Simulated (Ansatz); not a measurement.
A calculation with Ansatz (development build ahead of 0.2.0).

```yaml
crystal:
  periodic: [false, false, false]
  atoms:
    - { symbol: Ti, position_ang: [0.0, 0.0, 0.0] }
    - { symbol: F, position_ang: [0.0, 0.0, 1.9964] }
basis:
  gaussian: { orbitals: pcseg-2 }
magnetization:
  initial_magnetization: 1
hamiltonian:
  xc: { name: wB97X }
```

The input is written out in the form of the current development build from the run's settings.

The run gave:

* Converged: yes
* Total energy: -949.28478 hartree
* Spin squared of the determinant: 0.750
* Stability test: minimum among restricted orbitals

Caution: no unrestricted run beside it, a lower state can exist.
